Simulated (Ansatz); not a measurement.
# A saddle search, step by step

BNH$_{6}$O$_{2}$, closed shell, wB97X-V/def2-SVP (Ansatz 0.2.0). Settings; a guess of the unstable mode was typed too, and convergence needs a confirmed negative curvature besides the force tolerance:

```yaml
hamiltonian: {xc: {name: wB97X-V}}
saddle:
  f_tol: 0.05
  max_steps: 40
```

Start:

```
10
angstrom
B 0.3574 0.0797 -0.1101
H 0.3075 0.9417 1.1312
O 0.3594 0.9524 -1.1879
O 1.3192 -0.9578 -0.0038
H -0.5566 0.3239 1.0714
N -1.0300 -0.5274 0.2908
H -0.0906 1.7404 -1.0544
H 2.1252 -0.5781 -0.3255
H -2.0225 -0.3856 -0.2707
H -1.1007 -1.4947 0.5772
```

| step | energy less the last (meV) | largest force component (eV/Å) |
| --- | --- | --- |
| 1 | 520.2 | 4.736 |
| 2 | 55.5 | 1.348 |
| 3 | 54.1 | 0.700 |
| 4 | 11.2 | 0.388 |
| 5 | 8.2 | 0.336 |
| 6 | 2.6 | 0.071 |
| 7 | 1.1 | 0.065 |
| 8 | 0.7 | 0.108 |
| 9 | 0.5 | 0.086 |
| 10 | 0.3 | 0.041 |
| 11 | 0.0 | 0.008 |

Step 2, positions (Å) and forces (eV/Å):

```csv
atom,x,y,z,Fx,Fy,Fz
B1,0.288,0.048,-0.123,1.348,-0.108,0.754
H2,0.382,0.903,1.104,-0.490,-0.198,-0.244
O3,0.345,0.921,-1.204,-0.159,-0.029,-0.467
O4,1.304,-0.918,-0.004,-0.358,0.045,-0.195
H5,-0.620,0.307,1.089,-0.214,-0.441,-0.247
N6,-1.108,-0.559,0.300,0.634,0.634,0.641
H7,-0.129,1.739,-1.055,-0.062,0.240,-0.004
H8,2.147,-0.554,-0.303,-0.170,-0.027,0.031
H9,-1.872,-0.258,-0.300,-0.239,-0.411,0.062
H10,-1.068,-1.535,0.613,-0.289,0.296,-0.330
```

Step 5, positions (Å) and forces (eV/Å):

```json
{"atom": "B1", "x": "0.308", "y": "0.040", "z": "-0.122", "Fx": "0.291", "Fy": "-0.336", "Fz": "0.171"}
{"atom": "H2", "x": "0.329", "y": "0.911", "z": "1.109", "Fx": "-0.016", "Fy": "-0.006", "Fz": "-0.013"}
{"atom": "O3", "x": "0.343", "y": "0.919", "z": "-1.204", "Fx": "0.014", "Fy": "0.135", "Fz": "-0.164"}
{"atom": "O4", "x": "1.309", "y": "-0.930", "z": "-0.007", "Fx": "-0.251", "Fy": "0.267", "Fz": "-0.044"}
{"atom": "H5", "x": "-0.554", "y": "0.336", "z": "1.097", "Fx": "-0.082", "Fy": "0.027", "Fz": "0.095"}
{"atom": "N6", "x": "-1.095", "y": "-0.543", "z": "0.308", "Fx": "-0.078", "Fy": "-0.030", "Fz": "-0.013"}
{"atom": "H7", "x": "-0.134", "y": "1.739", "z": "-1.049", "Fx": "0.016", "Fy": "0.011", "Fz": "-0.033"}
{"atom": "H8", "x": "2.148", "y": "-0.555", "z": "-0.302", "Fx": "-0.011", "Fy": "-0.066", "Fz": "-0.013"}
{"atom": "H9", "x": "-1.885", "y": "-0.295", "z": "-0.290", "Fx": "0.085", "Fy": "-0.063", "Fz": "0.078"}
{"atom": "H10", "x": "-1.101", "y": "-1.527", "z": "0.578", "Fx": "0.032", "Fy": "0.060", "Fz": "-0.065"}
```

Step 8, positions (Å) and forces (eV/Å):

```
atom       x       y       z      Fx      Fy      Fz
  B1   0.307   0.045  -0.118  -0.075   0.108  -0.071
  H2   0.310   0.926   1.119   0.000  -0.013   0.008
  O3   0.353   0.926  -1.208   0.011  -0.036   0.050
  O4   1.292  -0.923  -0.002   0.060  -0.052   0.034
  H5  -0.563   0.340   1.118   0.002   0.036   0.000
  N6  -1.093  -0.543   0.316   0.017  -0.032  -0.003
  H7  -0.120   1.750  -1.067   0.001  -0.008   0.004
  H8   2.138  -0.583  -0.316  -0.012  -0.004  -0.017
  H9  -1.885  -0.309  -0.280   0.004  -0.008   0.016
 H10  -1.070  -1.533   0.557  -0.009   0.008  -0.020
```

Last step (11):

```
atom    x (Å)    y (Å)    z (Å)
  B1   0.3067   0.0495  -0.1137
  H2   0.3036   0.9297   1.1200
  O3   0.3596   0.9238  -1.2064
  O4   1.2947  -0.9184   0.0105
  H5  -0.5671   0.3392   1.1201
  N6  -1.0922  -0.5450   0.3178
  H7  -0.1149   1.7488  -1.0718
  H8   2.1323  -0.5873  -0.3323
  H9  -1.8874  -0.3076  -0.2724
 H10  -1.0669  -1.5380   0.5463
```

The run took about 2.7 min on 4 CPU threads of an Arm Neoverse V1 (shared host).
